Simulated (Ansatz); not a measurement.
Geometry optimisation, RKS PBE/def2-SVP (Ansatz).

Input file:

```yaml
crystal:
  periodic: [false, false, false]
  atoms:
    - { symbol: B, position_ang: [0.115844, 0.514241, -0.249535] }
    - { symbol: O, position_ang: [-0.084686, -0.335519, 2.20603] }
    - { symbol: H, position_ang: [-1.061123, -0.300066, 2.178695] }
    - { symbol: O, position_ang: [1.340889, 0.082586, -0.659359] }
    - { symbol: H, position_ang: [1.320596, -0.844073, -0.962245] }
    - { symbol: H, position_ang: [-0.879046, -0.163898, -0.449134] }
    - { symbol: P, position_ang: [-0.08686, 2.360363, 0.28936] }
    - { symbol: H, position_ang: [0.536981, 2.230106, 1.588142] }
    - { symbol: H, position_ang: [1.1601, 2.798733, -0.284911] }
    - { symbol: H, position_ang: [0.161206, 0.624027, 2.242055] }
basis:
  gaussian: { orbitals: def2-SVP }
hamiltonian:
  xc: pbe
relax:
  f_tol: 0.03
  max_steps: 50
output:
  orbitals: {}
```

Run as:

```bash
$ ansatz run input.yaml --threads 2 --pin off --max-ram 3072MiB --backend cpu --events-out ev --progress --plain --runs-dir out
```

Task: Where does it end, and by what steps?

Result: It converged. The force dipped under the threshold on the way, but the program's further checks kept it going. After 39 steps the energy has fallen by 0.286 eV; H8 moved furthest, 1.63 Å.

```
step  energy less start (eV)  largest force component (eV/Å)  accepted
   0                  0.0000                           0.774       yes
   2                  0.0635                           1.137        no
   4                 -0.0972                           0.136       yes
   6                 -0.1308                           0.595       yes
   8                 -0.2085                           0.232       yes
  10                 -0.2403                           0.585       yes
  12                 -0.2539                           0.141       yes
  14                 -0.2588                           0.144       yes
  16                 -0.2600                           0.035       yes
  18                 -0.2606                           0.159       yes
  20                 -0.2615                           0.019       yes
  22                 -0.2520                           0.692        no
  24                 -0.2625                           0.086       yes
  26                 -0.2637                           0.147       yes
  28                 -0.2653                           0.071       yes
  30                 -0.2659                           0.465        no
  32                 -0.2729                           0.040       yes
  34                 -0.2774                           0.224       yes
  36                 -0.2846                           0.109       yes
  38                 -0.2848                           0.223       yes
  39                 -0.2861                           0.022       yes
```

```xyz
10
Properties=species:S:1:pos:R:3
B 0.035 0.432 -0.083
O -0.025 -0.132 1.769
H -0.020 0.751 2.197
O 1.256 -0.141 -0.465
H 1.116 -1.005 -0.891
H -1.018 -0.058 -0.469
P 0.069 2.405 0.033
H -0.961 2.567 1.032
H 1.155 2.556 0.976
H 0.916 -0.408 1.800
```

The run took 58 s on 2 threads of Arm Neoverse V2, on a shared host, peak memory 0.12 GiB.
